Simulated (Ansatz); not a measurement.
`[F][Hf]([F])([Cl])[Cl]` + HBr → `[F][Hf]([F])([Cl])[Br]` + HCl at 298.15 K and 1 bar (ligand exchange at the Hf–Cl bond).

Computed with Ansatz on PBE0-D4/def2-TZVP structures; ΔE is electronic, products minus reactants. CCSD(T)/CBS is the MP2 limit (def2-TZVPP, def2-QZVPP) plus CCSD(T) − MP2 in def2-TZVPP, frozen cores. This one scheme is used for every species. Elements past krypton have def2 core potentials. For Br, Hf outer-core shells are correlated without core-valence functions, which leaves a few kJ/mol of doubt a bond. Scalar relativity is left out up to krypton.

```json
{"species": "`[F][Hf]([F])([Cl])[Cl]`", "CCSD(T)/CBS energy (Eh)": "-1167.36631", "H − E (kJ/mol)": "37.7", "S (J/(mol·K))": "366.9"}
{"species": "HBr", "CCSD(T)/CBS energy (Eh)": "-2573.91920", "H − E (kJ/mol)": "24.6", "S (J/(mol·K))": "198.6"}
{"species": "`[F][Hf]([F])([Cl])[Br]`", "CCSD(T)/CBS energy (Eh)": "-3280.90483", "H − E (kJ/mol)": "37.3", "S (J/(mol·K))": "384.2"}
{"species": "HCl", "CCSD(T)/CBS energy (Eh)": "-460.38127", "H − E (kJ/mol)": "26.6", "S (J/(mol·K))": "186.8"}
```

H − E and S are ideal-gas, rigid-rotor, harmonic terms from PBE0-D4/def2-TZVP. 1 Eh = 2625.50 kJ/mol, R = 8.31446 J/(mol·K).

Question: By hand: ΔE, ΔH, ΔS and ΔG.

Answer: ΔE = (-3280.90483) + (-460.38127) − (-1167.36631) − (-2573.91920) = -0.00059 Eh = -1.5 kJ/mol. Δ(H − E) = 37.3 + 26.6 − 37.7 − 24.6 = 1.6, so ΔH = 0.1 kJ/mol. ΔS = 384.2 + 186.8 − 366.9 − 198.6 = 5.5 J/(mol·K). ΔG = 0.1 − 298.15 × (5.5)/1000 = -1.5 kJ/mol.

Question: By hand: the equilibrium constant, and the temperature at which ΔG would vanish if ΔH and ΔS stayed fixed.

Answer: log₁₀ K = −ΔG/(RT ln 10) = 0.3. ΔG = 0 at ΔH/ΔS = 18 K, though so small a ΔH makes that figure unsure.

TΔS isn't small against ΔH here. The sign of ΔG lies within the doubt. A doubt of 5 kJ/mol in ΔE shifts log₁₀ K by 0.9 here. These are equilibria of isolated gas molecules and say nothing of rates. Largest T1 diagnostic: 0.015 (customary marks: 0.02 for closed shells, 0.045 for open ones).
